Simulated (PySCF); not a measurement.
Bonds (- single, = double, # triple, : aromatic): C1#C2 1.197 Å, C2-C3 1.443 Å, C3-F4 1.386 Å, C3-C5 1.557 Å, C5-C6 1.500 Å, C6=C7 1.339 Å, C7-Si8 1.866 Å, Si8-F9 1.612 Å, C7-C3 1.526 Å. C1 carries H10; C5 carries H11, H12; C6 carries H13; Si8 carries H14, H15. Stereochemistry as in C#C[C@@]1(F)CC=C1[SiH2]F. H11, H14 are pro-R; H12, H15 are pro-S.

Calculated, not measured (PySCF 2.14.0 with density-fitted response routines): shieldings: GIAO PBE0/pcSseg-1, GFN2-xTB geometry. One computed conformer, gas phase, relativity neglected.

References, each an isolated molecule treated in the same way: $^{13}$C (186.93 ppm) vs TMS.

Question: Do the $^{13}$C shifts follow the atomic charges (in e)? Tabulate both.

Answer: 
| atoms | hybridisation | δ (ppm) | σ para (ppm) | Hirshfeld | IAO | Mulliken | ESP-fitted |
| --- | --- | --- | --- | --- | --- | --- | --- |
| C6 | sp2 | 166.8 | -232 | -0.01 | -0.09 | -0.10 | +0.07 |
| C7 | sp2 | 157.9 | -228 | -0.11 | -0.33 | -0.33 | -0.39 |
| C3 | sp3 | 88.4 | -136 | +0.11 | +0.31 | +0.09 | +0.52 |
| C2 | sp | 85.2 | -162 | -0.05 | -0.05 | +0.35 | -0.09 |
| C1 | sp | 84.4 | -156 | -0.09 | -0.21 | -0.36 | -0.37 |
| C5 | sp3 | 51.1 | -118 | -0.07 | -0.27 | -0.08 | -0.36 |

Correlation coefficients of δ with charge over these carbons: Hirshfeld -0.07, IAO -0.15, Mulliken -0.32, ESP-fitted +0.05; with the paramagnetic shielding -0.98. With so few points, grouped by hybridisation, these coefficients are fragile. Charge is one influence among several: hybridisation and low-lying excitations act through the paramagnetic term.

Shifts are as computed. Against solution values, carbons near 30 ppm lie about +3 ppm off and those near 130 ppm about +5 ppm. Of 1309 compounds with measured shifts, 239 miss one by over three times the rms of a fit or turn the order of signals round; such compounds aren't used in these exercises.
